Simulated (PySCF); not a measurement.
## First hyperpolarisability: `Cc1ccc(F)cc1`, C7H7F

Molfile (atoms numbered from 1):
```
C7H7F
     RDKit          3D

 15 15  0  0  0  0  0  0  0  0999 V2000
    2.3799   -0.1461   -0.0006 C   0  0  0  0  0  0  0  0  0  0  0  0
    0.8878    0.0149    0.0515 C   0  0  0  0  0  0  0  0  0  0  0  0
    0.0472   -1.0921    0.2196 C   0  0  0  0  0  0  0  0  0  0  0  0
   -1.3389   -0.9578    0.2383 C   0  0  0  0  0  0  0  0  0  0  0  0
   -1.8928    0.3067    0.0875 C   0  0  0  0  0  0  0  0  0  0  0  0
   -3.2189    0.4462    0.1069 F   0  0  0  0  0  0  0  0  0  0  0  0
   -1.0922    1.4295   -0.0775 C   0  0  0  0  0  0  0  0  0  0  0  0
    0.2917    1.2734   -0.0934 C   0  0  0  0  0  0  0  0  0  0  0  0
    2.7144   -1.0028    0.6021 H   0  0  0  0  0  0  0  0  0  0  0  0
    2.7248   -0.3188   -1.0340 H   0  0  0  0  0  0  0  0  0  0  0  0
    2.8956    0.7521    0.3692 H   0  0  0  0  0  0  0  0  0  0  0  0
    0.4860   -2.0861    0.3416 H   0  0  0  0  0  0  0  0  0  0  0  0
   -1.9968   -1.8185    0.3720 H   0  0  0  0  0  0  0  0  0  0  0  0
   -1.5600    2.4096   -0.1873 H   0  0  0  0  0  0  0  0  0  0  0  0
    0.9243    2.1562   -0.2197 H   0  0  0  0  0  0  0  0  0  0  0  0
  1  2  1  0
  2  3  1  0
  3  4  2  0
  4  5  1  0
  5  6  1  0
  5  7  2  0
  7  8  1  0
  8  2  2  0
  1  9  1  0
  1 10  1  0
  1 11  1  0
  3 12  1  0
  4 13  1  0
  7 14  1  0
  8 15  1  0
M  END
```

Theory: PySCF, quadratic response CAM-B3LYP/aug-cc-pVDZ first hyperpolarisability, Taylor convention, gas phase. Geometry: PBE0-D3(BJ)/def2-SVP.

(1) What is the first hyperpolarisability, and how does it disperse?

(2) Which lowest excitations, dipole and polarisabilities go with it?

## Answers

(1) In au, Taylor convention; the vector part is βᵢ = ⅓ Σⱼ (βᵢⱼⱼ + βⱼᵢⱼ + βⱼⱼᵢ); β∥ is 3/5 of the vector part along the dipole, the dipole points from − to +:
```
                   process  λ (nm)  β vector norm      β∥  β HRS  depolarisation ratio
           static β(0;0,0)       ∞          165.4   -99.2   64.2                  6.45
second harmonic β(−2ω;ω,ω)    1907          170.5  -102.3   66.3                  6.38
         Pockels β(−ω;ω,0)    1907          167.1  -100.2      –                     –
second harmonic β(−2ω;ω,ω)    1064          183.1  -109.9   71.5                  6.21
         Pockels β(−ω;ω,0)    1064          170.9  -102.5      –                     –
```

(2) S1 5.23 eV (f = 0.021); S2 5.98 eV (f = 0.019); S3 6.11 eV (f = 0.000); dipole 1.93 D; isotropic α 82.3 au static, 82.6 au at 1907 nm, 83.3 au at 1064 nm, 83.5 au at 953.5 nm, 86.4 au at 532 nm.
